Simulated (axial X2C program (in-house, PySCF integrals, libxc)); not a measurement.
CoH⁺: bond constants with and without spin–orbit coupling

Computed with an axial X2C code built on PySCF integrals. Spin-free means the one-electron spin-free X2C Hamiltonian; two-component (2c) means X2C with spin–orbit coupling and atomic mean-field two-electron Coulomb and Gaunt terms, so the difference of the two also holds small scalar two-electron terms. Basis: Co dyall-cv3z [9s10p6d3f2g], H dyall-v3z [6s2p1d] (cores contracted in-house); Gaussian nuclei, density fitting, unrestricted open shells. Masses: Co 58.933 u, H 1.008 u.

State, spin-free: M_S = 3/2, Λ = 0 (beyond evenly filled blocks: σα, δ+α, δ-α); electrons by block: σα: 7, σβ: 6, π+α: 3, π+β: 3, π-α: 3, π-β: 3, δ+α: 1, δ-α: 1. Fragments: Co+ + H.

State, 2c: Ω = 9/2 (⟨Sz⟩ = 1.50, ⟨Lz⟩ = 3.00 at PBE0); electrons by block: 1/2: 10, -1/2: 9, 3/2: 4, -3/2: 3, 5/2: 1. Fragments: Co+ + H.

```tsv
Hamiltonian	level	Re (Å)	ωe (cm⁻¹)	Be (cm⁻¹)	De (eV)	k (mdyn/Å)	μ (D)
spin-free	PBE0	1.500	1961.5	7.566	2.17	2.25	-1.67
spin-free	HF	1.596	1726.8	6.682	n/a	1.74	-2.51
spin-free	CCSD	1.516	1954.6	7.406	2.03	2.23	n/a
spin-free	CCSD(T)	1.513	1952.6	7.436	1.99	2.23	n/a
spin-free	LDA	1.470	2010.3	7.876	2.74	2.36	-0.96
2c	PBE0	1.514	1978.9	7.423	n/a	2.29	-1.69
2c	LDA	1.503	1946.9	7.531	n/a	2.21	-1.00
```

Correlated methods: 9 electrons correlated (number of frozen shells: Co 3 s, 2 p; H none), 183 virtual spin orbitals or spinors in MP2, 90 natural virtuals in coupled cluster.

Dipoles are positive if H is the positive end and refer to the centre of mass.

The state is one determinant whose occupation by symmetry is held fixed; it was picked as the lowest of a PBE0 search that is not exhaustive. Dissociation energies refer to the lowest single-determinant-based atoms at the same level and basis. De is not given where an atomic determinant may have missed its ground term or J level, or where the truncated virtual space spoils (T). Density functionals use the spin component along the axis (collinear). Coupled cluster ran in a truncated set of natural virtual spinors; the MP2 energy of the rest was added. (T) has no such correction and the atoms are truncated less, which lowers De at CCSD(T) by a hundredth of an eV or more. Other states lie close and PBE0, whose exact exchange favours high spin, may order them wrongly; the determinant shown need not be the ground state. The nearest other spin-free determinant of the search, M_S = 3/2, Λ = 3, lies 0.08 eV up at the distance of the search. The functionals have no current-density term, which raises determinants with orbital currents, atoms included. With several unpaired electrons one determinant need not be a pure state. A state of lower Ω lies just above, and one determinant can place such states too high, so the state shown need not be the lowest. The search has Ω = 3/2 only 0.01 eV up. At some level and bond length an empty orbital lies below a filled one. The determinant is spin-polarised beyond a pure state at some levels (its spin-free form has ⟨S²⟩ too high), which makes Re and μ there less reliable.

The spin-free and the 2c determinant differ in configuration, so the two halves of the table describe two states.

No reliable constants came from CCSD (2c), CCSD(T) (2c), HF (2c), MP2 (2c), MP2 (spin-free): no minimum in range, unconverged points, a curve that is not smooth, a change of character along it, or the two Hamiltonians disagreeing along it.

Rough cost a point (2c) on 1 thread(s) of a shared host, integrals apart: PBE0 0.4 s, LDA 0.18 s.

The whole task took 3.6 min on 1 thread of Intel(R) Xeon(R) Processor @ 2.30GHz, with other jobs on the host.
